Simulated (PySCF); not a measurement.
**CdP: one state, many levels of theory**

State: ⁴Σ⁻ (quartet), unpaired electrons σ ↑, π ↑↑. Set-up: PySCF, scalar-relativistic core potentials, basis sets Cd def2-TZVPP with ECP28, P def2-TZVPP. De refers to Cd + P in their high-spin ground configurations, without counterpoise correction. The functionals are run spin-unrestricted. A positive dipole means Cd(−)P(+). Levels whose curve was spin-contaminated or gave no clean fit are not listed.

```tsv
Level	Re (Å)	ωe (cm⁻¹)	De (eV)	μ (D)	CPU s a point (SCF and correlation, without the integrals)
ROHF-CCSD(T)	2.815	100	0.033	n/a	330
PBE	2.693	163	0.361	-0.76	1.9
TPSS	2.678	170	0.364	-0.96	2.8
r²SCAN	2.629	186	0.409	-0.94	2.8
PBE0	2.657	174	0.321	-0.96	3.8
r²SCAN0	2.622	188	0.352	-1.08	4
BHandHLYP	2.724	143	0.156	-0.97	2.4
M06-2X	2.737	145	0.292	-0.83	4
ωB97X-V	2.623	185	0.298	-1.15	7.8
```

The bond length runs from 2.622 Å (r²SCAN0) to 2.815 Å (ROHF-CCSD(T)). De spans 0.03 eV (ROHF-CCSD(T), coupled cluster) to 0.41 eV (r²SCAN, meta-GGA).

Correlated steps freeze 5 core orbitals. The bond is weak. Basis-set superposition, not corrected here, can be much of De in a small basis, most of all at correlated wavefunction levels. Functionals without a dispersion term scatter widely for such bonds, and LDA overbinds them. Spin–orbit coupling is left out. The state is the lowest determinant that a PBE0 search found; another state may lie lower at other levels.

The whole job (state search and all levels along the bond) took about 28 min on 2 threads of Arm Neoverse V1 (shared host), peak memory 4.7 GiB.
